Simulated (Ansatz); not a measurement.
`C[O][GaH2]` and `COC` differ in one atom or group.

Ansatz, PBE0-D4/def2-TZVP geometries, multiplicity 1. 

Scalar relativity is left out up to krypton.

```tsv
property	`C[O][GaH2]`
size of the dipole moment (PBE/def2-TZVPP) / D	0.96
HOMO energy (PBE0/def2-TZVPP) / eV	-7.85
zero-point energy (PBE0-D4/def2-TZVP) / kJ/mol	144.4
HOMO–LUMO gap (PBE0/def2-TZVPP) / eV	6.64
HOMO energy (ωB97M-V/def2-TZVPP) / eV	-10.25
LUMO energy (PBE/def2-TZVPP) / eV	-1.99
```

(1) Give the same properties after the change, and the shifts. (Best estimate.)

## Answers

(1) Computed: 
```tsv
property	`COC`	shift
size of the dipole moment (PBE/def2-TZVPP) / D	1.10	0.14
HOMO energy (PBE0/def2-TZVPP) / eV	-7.42	0.43
zero-point energy (PBE0-D4/def2-TZVP) / kJ/mol	209.6	65.2
HOMO–LUMO gap (PBE0/def2-TZVPP) / eV	8.83	2.19
HOMO energy (ωB97M-V/def2-TZVPP) / eV	-9.84	0.41
LUMO energy (PBE/def2-TZVPP) / eV	0.58	2.57
```

With PBE0 the HOMO rises by 0.43 eV and the LUMO rises by 2.62 eV, so the gap widens by about 2.19 eV. PBE moves the HOMO by 0.61 eV and ωB97M-V by 0.41 eV. The zero-point energy changes by 65.2 kJ/mol with +3 modes. Dipoles are sizes alone; their direction can turn.
